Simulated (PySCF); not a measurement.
C2H3Cl3F2Si2, SMILES F[SiH](F)/C=C/[Si](Cl)(Cl)Cl.

Coordinates come from a r2SCAN-D4/def2-SVP optimisation. The structure was generated by enumeration; whether it is a known compound was not checked. One conformer was computed; it need not be the lowest.

Method: TDA-B3LYP/def2-SVPD in PySCF 2.14.0.

Vertical excitations. 

```tsv
state	energy (eV)	λ (nm)	f	main pairs
S1	5.56	223	0.007	HOMO−1→LUMO 92 %
S2	6.00	207	0.004	HOMO−2→LUMO 99 %
S3	6.27	198	0.183	HOMO→LUMO 48 %, HOMO−4→LUMO 46 %
S4	6.34	196	0.000	HOMO−3→LUMO 99 %
S5	6.79	183	0.026	HOMO−5→LUMO 70 %, HOMO−7→LUMO 21 %
S6	6.92	179	0.108	HOMO−6→LUMO 63 %, HOMO−5→LUMO 10 %, HOMO−4→LUMO 10 %
T1	3.97	312	0	HOMO→LUMO 85 %
T2	4.99	249	0	HOMO−1→LUMO 92 %
```
Triplets are in the Tamm–Dancoff approximation.
